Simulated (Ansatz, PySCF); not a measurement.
GaBr₂, SMILES [Br][Ga+][Br], charge +1. Atoms are numbered in the order given.

```xyz
3

Ga     0.0000     0.0000     0.0000
Br     0.0000     0.0000     2.1652
Br     0.0000     0.0000    -2.1652
```
Charge +1, spin multiplicity 1.

Coordinates come from a ωB97X-D3(BJ)/def2-SVP optimisation. The multiplicity is an assumed one; no other spin state was optimised. The isomer is the one that the SMILES or the coordinates give; other isomers of the formula were not compared.

Two levels are set side by side: PBE-D3(BJ)/def2-SVP (Ansatz, a program for electronic structure) and ωB97X-D3(BJ)/def2-SVP (PySCF). Each level has its own optimised geometry; the coordinates shown are those of the second. Frequencies come from the Hessian of PySCF at each geometry. Differences are taken from unrounded values.

```tsv
quantity	ωB97X-D3(BJ)	PBE-D3(BJ)	PBE-D3(BJ) minus ωB97X-D3(BJ)
mean bond length (Å)	2.165	2.194	0.029
bond Ga1–Br2 (Å)	2.165	2.194	0.029
bond Ga1–Br3 (Å)	2.165	2.194	0.029
highest harmonic wavenumber (cm⁻¹)	483	450	-34
mean harmonic wavenumber (cm⁻¹)	233	215	-17
zero-point energy (kcal/mol)	1.33	1.23	-0.10
```

Exact exchange shortens and stiffens bonds; PBE has none. Differences between two approximate levels are no errors against the true value.
